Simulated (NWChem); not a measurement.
# CH3AlF2; SMILES [Al]([F])([CH3])[F]

Computed with NWChem. Medium grid unless said otherwise, to which SCAN and Minnesota functionals are sensitive. All runs use the structure optimised with PBE0/def2-SVP. Level r2SCAN/def2-SVPD: single points from the atomic guess with DIIS by default; each run changes one setting, and all converged runs end within 0.3 mHa of each other. NWChem's automatic level shift, which a small gap switches on, acted in some of these runs.

Q: Which setting needs the most SCF iterations, or fails (no level shifting; core-Hamiltonian guess; DIIS on 3 Fock matrices; defaults; no DIIS, 40 % damping; occupation smearing of 0.005 Ha)?

A: no DIIS, 40 % damping, with 21 against 7 for the defaults.
```csv
setting,SCF iterations
defaults,7
core-Hamiltonian guess,16
occupation smearing of 0.005 Ha,7
DIIS on 3 Fock matrices,8
no level shifting,7
"no DIIS, 40 % damping",21
```
